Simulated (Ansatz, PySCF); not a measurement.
C2H13NSi3, SMILES C[SiH](C)N[SiH2][SiH3].

Geometry: B3LYP-D3(BJ)/def2-SVP. The structure was generated by enumeration, and PubChem lists no compound with its InChIKey, so it may never have been made. Other conformers were not sampled.

Vertical ionisation energy (IE) and electron affinity (EA) in eV. Rows of orbital energies are one-electron estimates. Where ΔSCF, EOM or ADC give a negative EA the extra electron is unbound and the value depends on the basis.

```
level                                                                        IE          EA
-------------------------------------------------------------------  ----------  ----------
−ε(HOMO), −ε(LUMO), CAM-B3LYP/def2-TZVP (PySCF)                      (withheld)  (withheld)
−ε(HOMO), −ε(LUMO), PBE/def2-TZVP (PySCF)                                  5.81        0.95
ΔSCF, PBE0/def2-SVPD (Ansatz), final states of multiplicity 2 and 2        8.70       -1.19
ΔSCF, PBE/def2-SVPD (Ansatz), final states of multiplicity 2 and 2         8.38       -0.97
```

Question: Complete the blanks. (The exact figures need the calculation; the answer reports its results.)

Answer: 
- −ε(HOMO), −ε(LUMO), CAM-B3LYP/def2-TZVP (PySCF), IE: 8.38
- −ε(HOMO), −ε(LUMO), CAM-B3LYP/def2-TZVP (PySCF), EA: -0.91

Question: What vertical singlet–triplet gap does ΔSCF give with PBE0/def2-SVPD (Ansatz, a program for electronic structure) and with PBE/def2-SVPD (Ansatz)? (Estimate from the structure and the level; the computed values follow.)

Answer: 5.25 and 4.84 eV (triplet above singlet where positive).
